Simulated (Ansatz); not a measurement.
`C[SiH](N)O[SiH3]` and `C[SiH](N)O` differ in one atom or group.

Ansatz, PBE0-D4/def2-TZVP geometries, multiplicity 1. Each molecule was computed in one conformer, which needn't be the lowest.

| property | `C[SiH](N)O[SiH3]` |
| --- | --- |
| HOMO energy (ωB97M-V/def2-TZVPP) / eV | -10.08 |
| HOMO energy (B3LYP/def2-TZVPP) / eV | -7.40 |
| size of the dipole moment (ωB97M-V/def2-TZVPP) / D | 1.45 |
| size of the dipole moment (B3LYP/def2-TZVPP) / D | 1.44 |
| LUMO energy (B3LYP/def2-TZVPP) / eV | 0.13 |
| size of the dipole moment (PBE/def2-TZVPP) / D | 1.48 |

**Question.** Give the same properties after the change, and the shifts. (Estimate.)

**Answer.** The calculation gave: 
| property | `C[SiH](N)O` | shift |
| --- | --- | --- |
| HOMO energy (ωB97M-V/def2-TZVPP) / eV | -9.83 | 0.25 |
| HOMO energy (B3LYP/def2-TZVPP) / eV | -7.21 | 0.19 |
| size of the dipole moment (ωB97M-V/def2-TZVPP) / D | 2.15 | 0.70 |
| size of the dipole moment (B3LYP/def2-TZVPP) / D | 2.14 | 0.70 |
| LUMO energy (B3LYP/def2-TZVPP) / eV | 0.51 | 0.38 |
| size of the dipole moment (PBE/def2-TZVPP) / D | 2.12 | 0.64 |

With PBE0 the HOMO rises by 0.21 eV and the LUMO rises by 0.50 eV, so the gap widens by about 0.29 eV. PBE moves the HOMO by 0.19 eV and ωB97M-V by 0.25 eV. Dipoles are sizes alone; their direction can turn.

B3LYP here is the variant with VWN-RPA as its local correlation; programs differ in this.
